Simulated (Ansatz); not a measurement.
Question: Name a neutral molecule of Al, Cl, F, Ge and H with LUMO energy (PBE0/def2-TZVPP) between -1.75 and -1.45 eV and size of the dipole moment (PBE/def2-TZVPP) between 1.30 and 1.60 D (Ansatz, PBE0-D4/def2-TZVP geometry).

Answer: `[F][Al]([Cl])[GeH3]` (-1.58 eV, 1.52 D). Other molecules can fit too; these were computed, each in one conformer that needn't be the lowest.
